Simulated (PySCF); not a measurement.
C2H7FSSi, SMILES S[Si](F)(C)C.

Coordinates come from a TPSSh-D3(BJ)/def2-SVP optimisation. The structure was generated by enumeration, and PubChem lists no compound with its InChIKey, so it may never have been made. Other conformers were not sampled.

These are SMD-B3LYP/6-31G* in PySCF values and carry that method's errors.

Solvation free energies are E(SMD) − E(gas) at the gas-phase geometry, for 1 M in both phases. In vacuum the dipole moment is 3.15 D.

**Question.** Rank water, benzene, dimethylsulfoxide by solvation free energy, most negative first.

**Answer.** dimethylsulfoxide (-4.3 kcal/mol), benzene (-3.8 kcal/mol), water (-1.5 kcal/mol)
